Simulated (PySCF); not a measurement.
Ge(F)(Br)(Me)2, SMILES [CH3][Ge]([CH3])([F])[Br] (PBE0/def2-SVP optimised geometry):

```
11

C     -0.920     1.750     0.000
Ge    -0.294    -0.077     0.000
C     -0.923    -1.277    -1.376
F     -0.768    -0.777     1.527
Br     2.017    -0.077     0.000
H     -0.495     2.281     0.863
H     -0.605     2.258    -0.923
H     -2.017     1.768     0.070
H     -0.515    -2.281    -1.196
H     -0.592    -0.929    -2.365
H     -2.022    -1.325    -1.355
```

Calculation: PBE0/def2-TZVP in PySCF.

Question: What are the frontier orbital energies and the dipole moment?

Answer: HOMO-2 -9.44 eV, HOMO-1 -8.44 eV, HOMO -8.21 eV, LUMO 0.04 eV, LUMO+1 0.83 eV; dipole moment 3.22 D.

On the same geometry PBE/def2-TZVP (PySCF) gives HOMO-2 -7.99 eV, HOMO-1 -7.12 eV, HOMO -6.92 eV, LUMO -0.93 eV, LUMO+1 -0.01 eV; dipole moment 3.10 D.

Meta-Löwdin charges at PBE0/def2-TZVP: C1 -0.58, Ge2 1.10, C3 -0.58, F4 -0.52, Br5 -0.30, H6 0.15, H7 0.14, H8 0.14, H9 0.15, H10 0.14, H11 0.14.
